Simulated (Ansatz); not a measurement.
Consider the formal exchange of groups at a C–O bond: `C[Si](F)(F)CO` + `C[SiH](C)C` → `C[Si](C)(C)C[Si](C)(F)F` + H₂O.

Program: Ansatz. Geometries: PBE0-D4/def2-TZVP. ΔE: electronic, gas phase. CBS: MP2 limit from def2 TZ/QZ plus the TZ coupled-cluster correction, frozen cores. This one scheme is used for every species. DFT in def2-TZVPP. B3LYP here is the variant with VWN-RPA as its local correlation; programs differ in this. One conformer a species, not always the lowest.

```json
{"level": "r2SCAN-D4", "ΔE (kJ/mol)": "-129.7", "difference from CCSD(T)/CBS": "7.8"}
{"level": "ωB97X-V", "ΔE (kJ/mol)": "-123.8", "difference from CCSD(T)/CBS": "13.7"}
{"level": "r2SCAN", "ΔE (kJ/mol)": "-125.3", "difference from CCSD(T)/CBS": "12.2"}
{"level": "B3LYP", "ΔE (kJ/mol)": "-106.5", "difference from CCSD(T)/CBS": "31.0"}
{"level": "HF/def2-SVP", "ΔE (kJ/mol)": "-97.5", "difference from CCSD(T)/CBS": "40.0"}
{"level": "CCSD/def2-TZVPP", "ΔE (kJ/mol)": "-129.1", "difference from CCSD(T)/CBS": "8.4"}
{"level": "HF/def2-QZVPP", "ΔE (kJ/mol)": "-105.5", "difference from CCSD(T)/CBS": "32.0"}
{"level": "HF/CBS(def2)", "ΔE (kJ/mol)": "-105.6", "difference from CCSD(T)/CBS": "31.9"}
{"level": "MP2/CBS(def2)", "ΔE (kJ/mol)": "-148.0", "difference from CCSD(T)/CBS": "-10.5"}
{"level": "CCSD/CBS(def2)", "ΔE (kJ/mol)": "-134.3", "difference from CCSD(T)/CBS": "3.2"}
{"level": "CCSD(T)/CBS", "ΔE (kJ/mol)": "-137.5", "difference from CCSD(T)/CBS": "0"}
```

Largest T1 diagnostic among the species: 0.011.

From PBE to PBE0 (25 % exact exchange), in def2-TZVPP and without D4, ΔE moves by −6.6 kJ/mol. In def2-TZVPP, CCSD(T) changes the Hartree–Fock value by −27.2 kJ/mol (the triples alone add −3.2 kJ/mol) and MP2 by −37.7 kJ/mol.
